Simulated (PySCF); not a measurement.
Shapes and spin states of IMoN

Computed with PBE0 in PySCF with Mo def2-TZVP with ECP28, N def2-TZVP, I def2-TZVP with ECP28; scalar-relativistic core potentials, no spin–orbit coupling; density-fitted integrals.

Relaxations began from a few typed shapes and spin states; open shells are unrestricted. The search is not exhaustive: other isomers or separated fragments can lie lower, and high-lying points may rest on an excited occupation.

Q: Which is the lowest minimum found?
A. singlet (closed shell, unstable to spin polarisation) Cs: Mo–I 2.621 Å, Mo–N 1.603 Å; I–Mo–N 114.8°
B. singlet (closed shell, unstable to spin polarisation) C∞v: Mo–I 2.763 Å, Mo–N 1.602 Å; I–Mo–N 180.0°
C. singlet (closed shell, unstable to spin polarisation) Cs: Mo–I 2.665 Å, Mo–N 1.601 Å; I–Mo–N 118.6°
D. triplet Cs: Mo–I 2.654 Å, Mo–N 1.611 Å; I–Mo–N 116.7°

A: D. The others lie at 95.0 (singlet Cs), 98.6 (singlet Cs), 134.9 (singlet C∞v, a saddle point) kJ/mol above it.

Formally Mo is in oxidation state +4, d2, with 2 unpaired electrons (the high-spin count). The Mulliken spin on Mo is 2.40. The polar-tensor charge on Mo, 1.15, is far below the formal one.

For the lowest minimum: open d and f shells are described by one determinant, and the ground state may have another occupation or spin. With an element this heavy the missing spin–orbit coupling can shift these numbers.
